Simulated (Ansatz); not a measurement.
The same path of C3H10Si + FH (16 atoms, charge 0, multiplicity 1) was run twice with different band settings. Lost on the way: Si1–H2, H6–F7. Made: Si1–F7, H2–H6.

Theory: RKS r2SCAN/6-31G* in Ansatz.

Relaxed end points:

```xyz
16
Properties=species:S:1:pos:R:3
Si 0.256 -0.184 0.054
H 1.586 0.501 0.282
C 0.561 -2.037 0.166
C -0.349 0.322 -1.652
C -0.919 0.413 1.393
H 1.257 2.309 0.165
F 0.674 3.034 0.034
H 1.278 -2.373 -0.593
H 0.954 -2.321 1.150
H -0.373 -2.593 0.009
H -0.434 1.414 -1.710
H 0.338 -0.008 -2.441
H -1.336 -0.108 -1.867
H -0.568 0.134 2.395
H -1.922 -0.011 1.260
H -1.004 1.506 1.355
```

```xyz
16
Properties=species:S:1:pos:R:3
Si -0.140 -0.047 -0.140
H 3.684 2.479 1.322
C 0.536 -1.779 0.071
C -0.930 0.174 -1.821
C -1.334 0.388 1.234
H 3.103 2.150 0.998
F 1.117 0.988 -0.047
H 1.267 -2.021 -0.711
H 1.033 -1.900 1.041
H -0.268 -2.525 0.014
H -1.287 1.201 -1.963
H -0.220 -0.047 -2.629
H -1.790 -0.497 -1.943
H -0.860 0.302 2.219
H -2.205 -0.282 1.225
H -1.705 1.415 1.131
```

Common settings: movable images 5; climbing image yes; optimiser quadratic models (default); start path through a guess of the saddle point; force threshold 0.03 eV/Å; iteration limit 60; end points relaxed.

| run | spring |
| --- | --- |
| 1 | 5.0 eV/Å² |
| 2 | 0.5 eV/Å² |

Problem. What does each run give, and how far can it be trusted?

Solution. Run 1: converged after 23 iterations, highest image 1.196 eV above the first end. Neighbouring images differ by up to 2.2 eV, so the band resolves the path poorly. A vibrational analysis at the climbing image gives one clearly imaginary mode, 926i cm⁻¹: a first-order saddle point.
Run 2: converged after 39 iterations, highest image 1.196 eV above the first end. Neighbouring images differ by up to 2.4 eV, so the band resolves the path poorly. Another band between the same ends (5 images) ends at a top of the same energy, where a vibrational analysis finds 1 clearly imaginary mode.
The orbitals stay closed-shell, which can raise the energy where a bond breaks towards radicals; this wasn't checked here.
